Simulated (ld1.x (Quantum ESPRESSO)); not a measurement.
**As: one change to a TM potential, before and after**

As, norm-conserving Troullier–Martins (Kleinman–Bylander form), made with ld1.x (Quantum ESPRESSO) 7.5 (PBEsol, fully relativistic). Core [Ar] 3d10, reference 4s2 4p2 (charge +1). Waves: 4s (bound): rc 1.20 bohr; 4p (bound): rc 2.05 bohr; 4d channel at 0.25 Ry: rc 2.25 bohr. Local part: all-electron potential smoothed inside 1.80 bohr (lloc = -2). Core correction: none.

Open shells are filled in proportion to 2j + 1 (rel_dist='average').

All-electron outer shells of the reference configuration (PBEsol, scalar-relativistic, ld1.x):

```
shell  level (eV)  outermost node (bohr)  outermost maximum (bohr)
   4s      -23.38                   0.73                      1.59
   4p      -13.36                   0.78                      1.90
```

Change: all radii scaled by about 0.88 (s 1.06, p 1.80, d 1.98 bohr); local potential all-electron potential smoothed inside 1.58 bohr (lloc = -2).

Cutoffs: the cutoffs (Ry, on a coarse ladder) from which the occupation-weighted sum of valence levels, in a spherical-Bessel basis at the reference potential, stays within 10 and 1 mRy of its value at 400 Ry; they do not see the model core or the augmentation charge, which bear on the density cutoff. Errors are all-electron minus pseudo energies relative to the spin-unpolarised reference configuration.

Predict the effect on cutoff, ghosts and configuration errors.

The potential gets harder (80 Ry and 160 Ry → 180 Ry and 300 Ry); a bound ghost appears in s, which as a rule spoils a file; of the 7 tests that both files solve, the error grows in 4 and shrinks in 3 by more than 15 % and 0.3 meV (median size 2.6 → 16.6 meV). A smaller radius makes the pseudo-wave follow the all-electron one further in, where it bends more sharply, so more plane waves are needed.

| quantity | base | changed |
| --- | --- | --- |
| cutoff, loose | 80 Ry | 180 Ry |
| cutoff, tight | 160 Ry | 300 Ry |
| loose cutoff by channel (10 mRy a level) | s 50 Ry, p 6 Ry | s 160 Ry, p 8 Ry |
| bound ghosts | none | s |
| error for 4s2 4p3, meV [ΔE -9.16 eV] | -1.2 | -0.1 |
| error for 4s2 4p1, meV [ΔE 17.95 eV] | -2.6 | +1.0 |
| error for 4s2 4p0, meV [ΔE 45.67 eV] | -2.2 | +17 |
| error for 4s1 4p0, meV [ΔE 96.30 eV] | +99 | +114 |
| error for 4s0 4p5, meV [ΔE 9.90 eV] | +68 | +176 |
| error for 4s2 4p3.3, meV [ΔE -10.40 eV] | -1.6 | -0.1 |
| error for 4s1 4p4, meV [ΔE 0.26 eV] | +8.5 | +23 |

 A true bound ghost makes a file unfit for plane-wave use even where its test errors are small: the radial tests pick states by their node count and pass the ghost by.
